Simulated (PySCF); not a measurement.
Species: C3H6BF2N.
SMILES with atom numbers: `[BH3-:1][N+:2]#[C:3][CH2:4][CH:5]([F:6])[F:7]` (hydrogens: H8, H9, H10 on B1; H11, H12 on C4; H13 on C5)

Torsions of this conformer, `[BH3-:1][N+:2]#[C:3][CH2:4][CH:5]([F:6])[F:7]`: C3–C4–C5–F6 180°.

The closed-shell ground state was solved at several levels (PySCF, density fitting, gas phase, non-relativistic). The structure is a single PBE0-D3(BJ)/def2-SVP conformer in the gas phase; no vibrational or solvent corrections.

| level | basis functions | HOMO (eV) | LUMO (eV) | gap (eV) | dipole (D) |
| --- | --- | --- | --- | --- | --- |
| PBE0/pcSseg-2 | 336 | -7.88 | -1.04 | 6.84 | 5.92 |
| B3LYP/pcJ-1 | 249 | -7.73 | -1.28 | 6.45 | 5.97 |
| PBE0/pcSseg-1 | 149 | -7.89 | -1.02 | 6.87 | 5.95 |

Question: What might PBE0/def2-SVPD (194 basis functions) give for the same quantities?

Answer: HOMO -7.89 eV, LUMO -1.05 eV, gap 6.84 eV, dipole 5.83 D.

Question: Over all these levels, which gives the widest orbital gap and which the narrowest?

Answer: PBE0/pcSseg-1 (global hybrid, 25 % exact exchange) has the widest, 6.87 eV, and B3LYP/pcJ-1 (global hybrid, 20 % exact exchange) the narrowest, 6.45 eV. Functional and basis both differ between the two, so the spread mixes both effects.

Question: How much does the basis alone move the frontier levels among the 3 PBE0 rows (the withheld one included)?

Answer: The HOMO by 0.01 eV and the LUMO by 0.03 eV. By rising basis size (HOMO, LUMO in eV): pcSseg-1 -7.89, -1.02; def2-SVPD -7.89, -1.05; pcSseg-2 -7.88, -1.04.

Question: How far do the dipole and the HOMO energy spread over the levels?

Answer: The dipole runs from 5.83 to 5.97 D (mean 5.92 D) and the HOMO from -7.89 to -7.73 eV.
